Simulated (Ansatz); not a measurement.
Z-matrix (Å, degrees):
```
C
C 1 1.509
H 1 1.092 2 110.5
H 1 1.093 2 110.6 3 120.2
H 1 1.092 2 110.5 3 -119.7
O 2 1.414 1 108.9 3 59.2
H 2 1.099 1 110.1 3 -179.4
H 2 1.100 1 109.8 3 -61.7
Ge 6 1.776 2 119.6 1 170.7
C 9 1.925 6 115.0 2 61.7
O 9 1.761 6 104.2 2 -175.6
O 9 1.768 6 109.0 2 -57.4
H 10 1.090 9 110.0 6 -68.7
H 10 1.090 9 109.1 6 171.8
H 10 1.090 9 110.0 6 52.1
C 11 1.417 9 123.2 6 2.1
C 12 1.415 9 120.8 6 -59.4
C 16 1.512 11 112.5 9 82.0
H 16 1.096 11 110.8 9 -41.3
H 16 1.095 11 106.0 9 -157.7
C 17 1.509 12 108.9 9 176.0
H 17 1.097 12 110.1 9 -63.1
H 17 1.099 12 110.5 9 55.1
H 18 1.092 16 110.7 11 -65.3
H 18 1.094 16 110.3 11 175.2
H 18 1.092 16 110.6 11 55.4
H 21 1.093 17 110.5 12 179.7
H 21 1.092 17 110.6 12 -60.2
H 21 1.092 17 110.4 12 59.6
```

The species carries charge 0 and has multiplicity 1.

**Question.** List the r2SCAN/def2-TZVPP orbital energies in eV (Ansatz 0.2.0). (An estimate is asked.)

**Answer.** The calculation gave: Occupied: -10834.66, -1349.60, -1199.67, -1199.66, -1199.64, -515.51, -515.41, -515.40, -274.35, -274.17, -274.12, -273.09, -272.73, -272.61, -272.56, -167.97, -117.70, -117.68, -117.61, -31.20, -31.18, -30.98, -30.91, -30.90, -26.47, -25.74, -25.69, -19.50, -19.29, -19.15, -18.35, -15.89, -15.61, -15.57, -13.65, -12.34, -12.16, -11.90, -11.63, -11.54, -10.61, -10.50, -10.42, -10.28, -10.17, -9.85, -9.48, -9.38, -9.18, -9.06, -9.00, -8.79, -7.88, -7.24, -7.11, -6.61, -6.53, -6.45. Lowest empty: 0.33, 1.12, 1.42, 1.51, 1.79, 2.03, 2.22, 2.51.
